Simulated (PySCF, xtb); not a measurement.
B3Cl3H3N3, SMILES ClB1NB(Cl)NB(Cl)N1.

xtb with GFN2-xTB at its own geometry gives an orbital gap of 5.39 eV and a dipole moment of 0.00 D.

The structure is a stationary point at B3LYP-D3(BJ)/def2-SVP.

**Question.** What does PBE0/def2-SVP in PySCF give? (Estimate from the structure and the level; the computed values follow.)

**Answer.** gap 8.68 eV (levels -8.41 and 0.27 eV), dipole 0.00 D.
